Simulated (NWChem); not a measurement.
Species: CH3BeCl; SMILES [CH3][Be][Cl]

Results from NWChem. Pople sets run with spherical d functions. All runs use the structure optimised with B3LYP/6-31G* (spherical d). Level M06-L/6-31G*: energy and gradient on several grids; changes count from the extra-fine grid, which is no exact limit either.

```csv
grid,size of the energy change (μHa),largest change of a gradient component (μHa/bohr)
xcoarse,7000,2000
coarse,90,700
medium,< 10,100
fine,< 10,40
xfine,< 10,< 30
```
